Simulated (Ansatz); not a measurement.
Consider the formal exchange of groups at the Si–Si bond: `CC[SiH](O)[SiH3]` + `FC1=NCO1` → `CC[SiH](O)F` + `[SiH3]C1=NCO1`.

Gas-phase electronic energies from Ansatz, PBE0-D4/def2-TZVP geometries. CCSD(T)/CBS adds triple-zeta CCSD(T) − MP2 to the extrapolated MP2 energy (def2 sets, frozen cores). Functionals use def2-TZVPP. B3LYP here is the variant with VWN-RPA as its local correlation; programs differ in this. One conformer a species, not always the lowest.

`CC[SiH](O)[SiH3]`:

Z-matrix (Å, degrees):
```
C
C 1 1.526
H 1 1.093 2 111.3
H 1 1.093 2 111.8 3 -119.7
H 1 1.094 2 111.4 3 120.1
Si 2 1.874 1 113.4 3 -61.4
H 2 1.095 1 110.4 3 60.7
H 2 1.097 1 110.5 3 177.8
Si 6 2.342 2 111.5 1 177.3
O 6 1.658 2 111.9 1 58.3
H 6 1.497 2 107.6 1 -61.9
H 9 1.490 6 109.4 2 57.8
H 9 1.488 6 111.6 2 177.6
H 9 1.489 6 110.8 2 -61.2
H 10 0.958 6 117.4 2 -77.0
```

`FC1=NCO1`:

```xyz
7

F     1.397    0.310   -1.760
C     0.607    0.054   -0.771
N     0.163   -1.033   -0.288
C    -0.509   -0.119    0.641
O     0.095    1.049   -0.041
H    -0.160   -0.174    1.670
H    -1.593   -0.087    0.547
```

`CC[SiH](O)F`:

Z-matrix (Å, degrees):
```
C
C 1 1.528
H 1 1.093 2 111.4
H 1 1.092 2 111.5 3 -120.0
H 1 1.092 2 111.5 3 119.7
Si 2 1.857 1 113.5 3 -59.1
H 2 1.097 1 110.7 3 178.7
H 2 1.096 1 110.6 3 62.1
F 6 1.602 2 107.4 1 178.5
O 6 1.635 2 113.2 1 -60.3
H 6 1.478 2 113.4 1 59.3
H 10 0.958 6 118.9 2 -54.3
```

`[SiH3]C1=NCO1`:

```xyz
10

Si    0.387    1.476   -1.023
C     0.059   -0.062    0.025
N     0.822   -1.010    0.444
C    -0.386   -1.535    1.060
O    -1.163   -0.417    0.536
H     0.911    1.048   -2.341
H    -0.897    2.200   -1.179
H     1.383    2.321   -0.324
H    -0.383   -1.537    2.151
H    -0.735   -2.484    0.650
```

(1) Is it downhill or uphill in electronic energy at CCSD(T)/CBS, and by how much? (Best estimate.)

(2) What do these levels give: r2SCAN-D4, ωB97X-V, B2PLYP, PBE, PBE0, B3LYP, HF/def2-TZVPP, CCSD/def2-TZVPP, HF/def2-QZVPP, MP2/def2-QZVPP, SCS-MP2/def2-QZVPP, CCSD/CBS(def2)? (Estimate.)

Largest T1 diagnostic among the species: 0.015.

## Answers

(1) Computed: Downhill: ΔE = -51.3 kcal/mol.

(2) Computed: r2SCAN-D4 -46.2, ωB97X-V -46.8, B2PLYP -50.5, PBE -42.4, PBE0 -43.6, B3LYP -48.8, HF/def2-TZVPP -50.8, CCSD/def2-TZVPP -49.8, HF/def2-QZVPP -51.5, MP2/def2-QZVPP -53.4, SCS-MP2/def2-QZVPP -53.6, CCSD/CBS(def2) -51.7 kcal/mol.

From PBE to PBE0 (25 % exact exchange), in def2-TZVPP and without D4, ΔE moves by −1.2 kcal/mol.
